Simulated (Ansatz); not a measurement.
Program: Ansatz. Geometries: PBE0-D4/def2-TZVP. ΔE: electronic, gas phase. CBS: MP2 limit from def2 TZ/QZ plus the TZ coupled-cluster correction, frozen cores. This one scheme is used for every species. DFT in def2-TZVPP. One conformer a species, not always the lowest.

`CB(Cl)OC(C)=O` + H–F → `CB(F)OC(C)=O` + HCl  (ligand exchange at a B–Cl bond)

`CB(Cl)OC(C)=O`:

Cartesian coordinates in Å:
```
C -1.890 0.015 -0.996
B -1.350 -0.318 0.421
Cl -2.454 -0.778 1.718
O -0.037 -0.272 0.819
C 1.037 -0.191 -0.022
C 2.224 0.373 0.685
O 1.005 -0.565 -1.155
H -1.275 0.746 -1.524
H -2.928 0.349 -0.966
H -1.854 -0.899 -1.601
H 3.076 0.405 0.011
H 2.453 -0.241 1.558
H 1.992 1.376 1.052
```

H–F:

```xyz
2

F    -0.051   -0.243   -0.387
H     0.051    0.243    0.387
```

`CB(F)OC(C)=O`:

Cartesian coordinates in Å:
```
C 1.176 0.939 -1.559
B 0.443 -0.413 -1.343
F 0.496 -1.366 -2.266
O -0.281 -0.795 -0.231
C -0.700 0.040 0.758
C -1.025 -0.723 2.000
O -0.812 1.221 0.614
H 0.458 1.674 -1.939
H 1.976 0.840 -2.294
H 1.568 1.361 -0.634
H -1.779 -1.480 1.776
H -0.135 -1.253 2.349
H -1.385 -0.045 2.769
```

HCl:

```xyz
2

Cl    0.395   -0.316   -0.390
H    -0.395    0.316    0.390
```

```
        species  PBE0-D4 energy (Eh)
`CB(Cl)OC(C)=O`           -753.19798
            H–F           -100.39410
 `CB(F)OC(C)=O`           -392.94797
            HCl           -460.66564
```

Q: Work out ΔE.

A: ΔE = (-392.94797) + (-460.66564) − (-753.19798) − (-100.39410) = -0.02153 Eh = -0.59 eV. CCSD(T)/CBS gives -0.58 eV.

Largest T1 diagnostic among the species: 0.014.

The D4 term adds +0.06 eV with B3LYP and +0.03 eV with PBE0; it sums over pairs of atoms, weighted by their polarisabilities, and B3LYP, whose exchange is more repulsive, gets the larger term. In def2-TZVPP, CCSD(T) changes the Hartree–Fock value by +0.19 eV (the triples alone add +0.04 eV) and MP2 by +0.27 eV.

B3LYP here is the variant with VWN-RPA as its local correlation; programs differ in this.
